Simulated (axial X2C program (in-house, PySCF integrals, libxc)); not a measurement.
# Levels of PdSi⁺ by electron attachment to PdSi²⁺ (EOM-EA-CCSD)

Computed with an axial X2C code built on PySCF integrals: two-component X2C with atomic mean-field Coulomb and Gaunt terms, Gaussian nuclei, basis Pd dyall-acv3z, Si dyall-av3z with contracted cores.

R = 2.020 Å (0.960 times 2.104 Å, the PBE0 minimum at charge 1 for the lowest determinant).

Levels of PdSi⁺ obtained by attaching an electron to PdSi²⁺:

| Ω | binding energy (eV) | above lowest (cm⁻¹) | attached spinor | one-particle weight |
| --- | --- | --- | --- | --- |
| 1/2 | 13.906 | 0 | 58% Si pσ, 27% Pd sσ, 11% Pd dσ | 0.95 |
| 1/2 | 13.039 | 6990 | 69% Si pπ, 13% Pd pπ, 12% Pd dπ | 0.95 |
| 3/2 | 12.986 | 7422 | 69% Si pπ, 13% Pd dπ, 12% Pd pπ | 0.95 |
| 1/2 | 9.887 | 32418 | 36% Pd pσ, 29% Pd sσ, 14% Si pσ | 0.91 |

(1) What is the splitting of the first π pair in the table, and is it regular or inverted?

This point took 17 s on 1 thread of Intel(R) Xeon(R) 6975P-C (Granite Rapids) (shared host).

Reference electrons by ω block (each with its −ω partner): 1/2: 19, 3/2: 8, 5/2: 2. 12 electrons of PdSi²⁺ correlated (inner shells frozen), 92 natural virtual spinors (a truncated set); levels can be off by some tenths of an eV. Roots sought by Ω: (1/2: 5, 3/2: 4, 5/2: 2, 7/2: 1); rows need 60 % one-particle weight and stop where some Ω has no more roots. Missing are any skipped roots, higher Ω and states of a further excitation; these come out far too high here and may in truth be low or lowest. T1 of the reference 0.027 (Lee–Taylor). The reference was not checked to be the lowest state of its species. Number of frozen shells: Pd 4 s, 3 p, 1 d; Si 2 s, 1 p. Large amplitudes in the reference (orbital relaxation or multireference character) lower the reliability.

## Answers

(1) E(3/2) − E(1/2) = 7422 − 6990 = 432 cm⁻¹ at EOM-EA-CCSD: regular, Ω = 1/2 lower. Splittings at this level can be off by ten to twenty per cent.
